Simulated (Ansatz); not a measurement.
```yaml
crystal:
  periodic: [false, false, false]
  atoms:
    - {symbol: Xx, position_ang: [-0.393010, 0.535022, -1.267667]}
    - {symbol: Si, position_ang: [0.340143, -0.084498, 0.130100]}
    - {symbol: O, position_ang: [0.626685, -1.700255, 0.026324]}
    - {symbol: S, position_ang: [-0.967405, 0.144035, 1.805214]}
    - {symbol: H, position_ang: [0.158277, 0.759381, -2.080155]}
    - {symbol: H, position_ang: [-1.339440, 0.288762, -1.507868]}
    - {symbol: H, position_ang: [1.608409, 0.661215, 0.319458]}
    - {symbol: H, position_ang: [0.997220, -2.136602, 0.795562]}
    - {symbol: H, position_ang: [-0.942379, 1.486640, 1.761832]}
basis:
  gaussian: {orbitals: "6-31G*", final_grid: {core_spheres: 8, valence_spheres: 7, degree: 23}}
hamiltonian: {xc: {name: B3LYP}, dispersion: d3bjatm}
output: {forces: true}
```

```sh
$ ansatz run in.yaml --threads 2 --pin off --events-out ev --progress --plain --max-ram 4352MiB
```

It prints (some lines left out):

```
Error: YAML parse error: error: line 4 column 16: `Xx` is not an element symbol (H … Og, case-exact)
 --> <input>:4:16
2 |   periodic: [false, false, false]
3 |   atoms:
4 |     - {symbol: Xx, position_ang: [-0.393010, 0.535022, -1.267667]}
5 |     - {symbol: Si, position_ang: [0.340143, -0.084498, 0.130100]}
6 |     - {symbol: O, position_ang: [0.626685, -1.700255, 0.026324]}
```

In this input an element symbol is wrong. The program refused the input.
